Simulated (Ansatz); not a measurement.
Basis sets compared for Hg₅H₁₈Se₅. Charge 0, multiplicity 1. Geometry r2SCAN-D4/def2-SVP. Ansatz on 2 threads of AMD EPYC 7R13 on a shared host and a share (18 GiB) of an NVIDIA H100 80GB HBM3; times are rough, and most runs start from earlier orbitals.

```xyz
28

Se   -1.649    3.140    1.511
Hg   -0.951    3.702   -1.952
Se    0.462    0.894   -0.477
Hg    1.775    1.833   -3.543
Se    1.458   -1.661   -2.988
Hg   -3.303    2.187    4.575
Se   -1.119   -0.196    3.285
Hg    1.716   -0.218    1.401
Se    0.863   -3.341    0.329
Hg    1.641   -5.266   -2.447
H    -0.298    3.444    2.007
H    -2.213    4.271    2.276
H    -2.444    3.038   -2.221
H     0.533    4.413   -1.711
H    -0.635   -0.088   -0.481
H     0.255    1.980   -4.196
H     3.316    1.725   -2.938
H     2.088   -2.471   -4.050
H     2.766   -1.368   -2.384
H    -4.542    1.520    3.699
H    -2.112    2.884    5.492
H    -2.096   -0.358    2.199
H    -1.285   -1.601    3.704
H     2.677   -0.805    2.587
H    -0.459   -3.137   -0.280
H     0.263   -3.938    1.537
H     3.267   -5.173   -2.143
H     0.026   -5.410   -2.791
```

In the def2 sets Hg takes a core potential; there is no spin–orbit coupling. Single mean-field runs in def2-SVP, def2-TZVP are fitted with def2-universal-jkfit. In the singlet geometry the species has come apart into loosely held pieces.

Binding counts from free atoms (Se triplet, Hg singlet, H doublet) in the same basis, without a counterpoise term.

```tsv
level	functions	energy (Eh)	HOMO (eV)	LUMO (eV)	binding per atom (eV)	wall time
PBE-D4/def2-SVP	410	-12782.7535	-5.91	-1.90	1.82	6.5 s
PBE0-D4/def2-SVP	410	-12782.9568	-6.99	-1.14	1.79	7 s
```

Task: Estimate the rows for PBE-D4/def2-TZVP, PBE0-D4/def2-TZVP (with forces).

Result: 
```csv
level,functions,energy (Eh),HOMO (eV),LUMO (eV),binding per atom (eV),wall time
PBE-D4/def2-TZVP,563,-12784.2967,-5.96,-2.00,1.84,4.6 s
PBE0-D4/def2-TZVP (with forces),563,-12784.4988,-7.00,-1.22,1.83,8.5 s
```
